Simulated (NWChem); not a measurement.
System: CH$_{5}$ClSi; SMILES C[SiH2]Cl

Parts of the log:

```
             Northwest Computational Chemistry Package (NWChem) 7.3.0
             --------------------------------------------------------

                             Geometry "geometry" -> ""
                             -------------------------

 Output coordinates in angstroms (scale by  1.889725989 to convert to a.u.)

  No.       Tag          Charge          X              Y              Z
 ---- ---------------- ---------- -------------- -------------- --------------
    1 Si                  14.0000     0.60402300     0.44483500     0.00000000
    2 C                    6.0000    -0.73882000     1.75642400     0.00000000
    3 Cl                  17.0000    -0.27126800    -1.45280500     0.00000000
    4 H                    1.0000     1.46715400     0.55195700    -1.22477100
    5 H                    1.0000     1.46715400     0.55195700     1.22477100
    6 H                    1.0000    -1.38056500     1.66142300     0.89838000
    7 H                    1.0000    -0.28269000     2.76809100     0.00000000
    8 H                    1.0000    -1.38056500     1.66142300    -0.89838000

 Effective nuclear repulsion energy (a.u.)     145.8456530356

                              NWChem Property Module
                              ----------------------

                                 NWChem DFT Module
                                 -----------------

 Summary of "ao basis" -> "ao basis" (spherical)
 ------------------------------------------------------------------------------
       Tag                 Description            Shells   Functions and Types
 ---------------- ------------------------------  ------  ---------------------
 Si                          6-31g*                  8       18   4s3p1d
 C                           6-31g*                  6       14   3s2p1d
 Cl                          6-31g*                  8       18   4s3p1d
 H                           6-31g*                  2        2   2s

            General Information
            -------------------
          SCF calculation type: DFT
          Wavefunction type:  closed shell.
          No. of atoms     :     8
          No. of electrons :    42
           Alpha electrons :    21
            Beta electrons :    21
          Charge           :     0
          Spin multiplicity:     1
          Use of symmetry is: off; symmetry adaption is: off
          Maximum number of iterations: 150
          AO basis - number of functions:    60
                     number of shells:    32
          Convergence on energy requested:  1.00D-06
          Convergence on density requested:  1.00D-05
          Convergence on gradient requested:  5.00D-04

              XC Information
              --------------
                         B3LYP Method XC Potential
                     Hartree-Fock (Exact) Exchange  0.200
                        Slater Exchange Functional  0.800 local
                    Becke 1988 Exchange Functional  0.720 non-local
              Lee-Yang-Parr Correlation Functional  0.810
                  VWN I RPA Correlation Functional  0.190 local

             Grid Information
             ----------------
          Grid used for XC integration:  medium
          Radial quadrature: Mura-Knowles
          Angular quadrature: Lebedev.
          Tag              B.-S. Rad. Rad. Pts. Rad. Cut. Ang. Pts.
          ---              ---------- --------- --------- ---------
          Si                  1.10       88           8.0       590
          C                   0.70       49          10.0       434
          Cl                  1.00       88          11.0       590
          H                   0.35       45          11.0       434
          Grid pruning is: on
          Number of quadrature shells:   450
          Spatial weights used:  Erf1

      Superposition of Atomic Density Guess
      -------------------------------------

 Sum of atomic energies:        -788.41930708

      Non-variational initial energy
      ------------------------------

 Total energy =    -789.519944
 1-e energy   =   -1378.619195
 2-e energy   =     443.253598
 HOMO         =      -0.370513
 LUMO         =       0.063473

   convergence    iter        energy       DeltaE   RMS-Dens  Diis-err
 ---------------- ----- ----------------- --------- --------- ---------
 d= 0,ls=0.0,diis     1   -790.8213909309 -9.37D+02  1.24D-02  2.72D-01
 d= 0,ls=0.0,diis     2   -790.8383697132 -1.70D-02  7.22D-03  1.04D-01
 d= 0,ls=0.0,diis     3   -790.8534687110 -1.51D-02  2.05D-03  1.55D-02
 d= 0,ls=0.0,diis     4   -790.8559353733 -2.47D-03  2.64D-04  1.79D-04
 d= 0,ls=0.0,diis     5   -790.8559607008 -2.53D-05  6.00D-05  1.19D-05
  Resetting Diis
 d= 0,ls=0.0,diis     6   -790.8559623900 -1.69D-06  1.47D-05  1.40D-06
 d= 0,ls=0.0,diis     7   -790.8559625697 -1.80D-07  7.20D-06  8.38D-08

         Total DFT energy =     -790.855962569693
      One electron energy =    -1381.243774361234
           Coulomb energy =      501.067933546631
    Exchange-Corr. energy =      -56.525774790653
 Nuclear repulsion energy =      145.845653035562

 Numeric. integr. density =       42.000000224371

                       DFT Final Molecular Orbital Analysis
                       ------------------------------------

[...]

 DFT Linear Response polarizability / au
 Frequency  =       0.0773000 / au
 Wavelength =     589.4353558 / nm
              X              Y              Z
 -----------------------------------------------
 X      40.9392874      2.1380999      0.0000000
 Y       2.1380934     50.3585819      0.0000000
 Z       0.0000000      0.0000000     36.4648829
 -----------------------------------------------
 Eigenvalues =      40.4766771     50.8211922     36.4648829
 Isotropic   =      42.5875841
 Anisotropic =      12.8297915
 -----------------------------------------------

 Magnetic Dipole Response Matrix (nonzero elements):

 Exiting AOResponse driver routine
```

Level: B3LYP/6-31G* (spherical d). The geometry was optimised at PBE-D3(BJ)/def2-SVP.

Write an input that gives this output.

One answer among several that fit: the input that was run:
```
start job
memory heap 200 mb stack 900 mb global 1100 mb
geometry units angstroms noautosym nocenter noautoz
  Si     0.604023     0.444835     0.000000
  C     -0.738820     1.756424     0.000000
  Cl    -0.271268    -1.452805     0.000000
  H      1.467154     0.551957    -1.224771
  H      1.467154     0.551957     1.224771
  H     -1.380565     1.661423     0.898380
  H     -0.282690     2.768091     0.000000
  H     -1.380565     1.661423    -0.898380
end
basis spherical
  Si library 6-31g*
  C library 6-31g*
  Cl library 6-31g*
  H library 6-31g*
end
dft
  xc b3lyp
  iterations 150
end
property
  response 1 0.0773
end
task dft property
```
